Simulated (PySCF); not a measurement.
## Relaxation of doublet BrCl₂

Level of theory: UPBE0 in PySCF with Br def2-TZVP, Cl def2-TZVP; no relativity; density-fitted integrals. A (50,194) grid was used.

A hand-made bent start, of C2v symmetry, held to at least that symmetry:

Coordinates in bohr (charge 0 multiplicity 2):
```
Br    0.0000    0.0000   -1.0847
Cl    3.2972    0.0000    1.2240
Cl   -3.2972    0.0000    1.2240
```

Optimiser trace:
```json
{"step": "0", "E − E(last) (kJ/mol)": "101.23", "largest gradient (Eh/bohr)": "0.05921"}
{"step": "1", "E − E(last) (kJ/mol)": "41.45", "largest gradient (Eh/bohr)": "0.01758"}
{"step": "2", "E − E(last) (kJ/mol)": "17.78", "largest gradient (Eh/bohr)": "0.01716"}
{"step": "3", "E − E(last) (kJ/mol)": "7.74", "largest gradient (Eh/bohr)": "0.01527"}
{"step": "4", "E − E(last) (kJ/mol)": "4.19", "largest gradient (Eh/bohr)": "0.01101"}
{"step": "5", "E − E(last) (kJ/mol)": "0.05", "largest gradient (Eh/bohr)": "0.00089"}
{"step": "6", "E − E(last) (kJ/mol)": "0.00", "largest gradient (Eh/bohr)": "0.00009"}
{"step": "7", "E − E(last) (kJ/mol)": "0.00", "largest gradient (Eh/bohr)": "0.00001"}
```

It ends at C2v with Br–Cl 2.272 Å (×2); Cl–Br–Cl 148.7° (after a last refinement on a finer grid). A frequency run shows a minimum.

Final geometry:
```xyz
3
charge 0 multiplicity 2, angstrom
Br    0.0000    0.0000   -0.2873
Cl    2.1878    0.0000    0.3252
Cl   -2.1878    0.0000    0.3252
```
